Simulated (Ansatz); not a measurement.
Stepwise reaction of `O[SiH](O)[O][GeH3]` with hydrogen, as a gas-phase model of exchange steps in deposition or etching. ΔE in kJ/mol.

Calculated with Ansatz (gas phase, PBE0-D4/def2-TZVP geometries, no zero-point term in ΔE). CCSD(T)/CBS adds triple-zeta CCSD(T) − MP2 to the extrapolated MP2 energy (def2 sets, frozen cores). This one scheme is used for every species. DFT in def2-TZVPP. B3LYP here is the variant with VWN-RPA as its local correlation; programs differ in this. For Ge outer-core shells are correlated without core-valence functions, which leaves a few kJ/mol of doubt a bond. Scalar relativity is left out up to krypton. One conformer a species, not always the lowest.

| step | reaction | PBE-D4 | B3LYP-D4 | ωB97M-V | CCSD(T)/CBS |
| --- | --- | --- | --- | --- | --- |
| 1 | `O[SiH](O)[O][GeH3]` + H₂ → `O[SiH2][O][GeH3]` + H₂O | 95.7 | 102.1 | 103.6 | 100.3 |
| 2 | `O[SiH2][O][GeH3]` + H₂ → `[SiH3][O][GeH3]` + H₂O | 89.3 | 94.5 | 95.7 | 92.9 |

By hand: ΔE of the 2 steps together at CCSD(T)/CBS.

(100.3) + (92.9) = 193.2 kJ/mol, or 96.6 kJ/mol a step.

In ΔE each step is lower than the one before. All are uphill at CCSD(T)/CBS. PBE-D4 differs from CCSD(T)/CBS by -4.6 to -3.6 kJ/mol a step. Isolated molecules leave out the surface, adducts and barriers. Largest T1 diagnostic: 0.012.
